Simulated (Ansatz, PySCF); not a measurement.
Input for Ansatz (a first-principles code):
Ansatz 0.2 input:
```yaml
crystal:
  periodic: [false, false, false]
  atoms:
    - {symbol: Ge, position_ang: [-0.00000000, -0.00000000, -0.74753997]}
    - {symbol: Cl, position_ang: [0.00000000, 0.00000000, 1.40713406]}
basis:
  gaussian:
    orbitals: def2-TZVP
hamiltonian:
  xc: b3lyp
magnetization: {spin_polarized: true, initial_magnetization: 1}
accuracy: high
```

### Question
Convert this to an input for PySCF.

### Answer
Several could match; the one computed here: 
```python
from pyscf import gto, scf, dft

mol = gto.M(
    atom='''
Ge   -0.00000000   -0.00000000   -0.74753997
Cl    0.00000000    0.00000000    1.40713406
''',
    basis='def2-tzvp',
    spin=1,
    verbose=4,
)

mf = dft.UKS(mol)
mf.xc = 'b3lyp'
mf.grids.atom_grid = (99, 590)
mf.grids.prune = None
mf.kernel()
```

Both were run: Ansatz gave -2537.281236 Eh and PySCF -2537.281236 Eh, 0.000 mEh apart.
